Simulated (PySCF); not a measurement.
Structure from 2D NMR

Compound of formula C₆H₆N₂Si. Correlations simulated from computed shifts and the bond graph:

HSQC (one-bond C–H):
```tsv
δH	δC
9.72	159.2
9.60	156.8
3.49	100.6
```

HMBC (two and three bonds, from the bond graph):
```tsv
δH	δC
9.72	136.0, 131.4
9.60	136.0, 131.4, 85.2
4.54	159.2, 136.0, 131.4
3.49	131.4, 85.2
```

Carbons without hydrogens: δ 136.0, 131.4, 85.2.

- NMR shieldings at PBE0/pcSseg-1/GIAO
- structure optimised with GFN2-xTB
- run in PySCF
- isolated molecule, non-relativistic, equivalent nuclei averaged, single conformer

Chemical shifts δ = σref − σ; 1H (σ = 31.72 ppm) and 13C (σ = 186.93 ppm) vs TMS, all at this level.

Exchangeable hydrogens are left out of these lists.

**Question.** Which molecule is this?

**Answer.** SMILES C#Cc1cnncc1[SiH3].

Atoms are numbered as in `[CH:1]#[C:2][c:3]1[cH:4][n:5][n:6][cH:7][c:8]1[SiH3:9]`; H(Xn) means a hydrogen on atom n.

δC 159.2 is C7, an aromatic CH next to a ring nitrogen (δH 9.72). δC 156.8 is C4, an aromatic CH next to a ring nitrogen (δH 9.60). δC 136.0 is C8, a substituted aromatic carbon. δC 131.4 is C3, a substituted aromatic carbon. δC 100.6 is C1, a terminal alkyne carbon (δH 3.49). δC 85.2 is C2, an alkyne carbon. HMBC from δH 9.72 reaches the proton-free carbons C8, C3. HMBC from δH 9.60 reaches the proton-free carbons C8, C3, C2. HMBC from δH 4.54 reaches the proton-free carbons C8, C3. HMBC from δH 3.49 reaches the proton-free carbons C3, C2.

The shifts were computed for this structure.

Shifts are as computed. Against solution values, carbons near 30 ppm lie about +3 ppm off and those near 130 ppm about +5 ppm. Of 1309 compounds with measured shifts, 239 miss one by over three times the rms of a fit or turn the order of signals round; such compounds aren't used in these exercises.
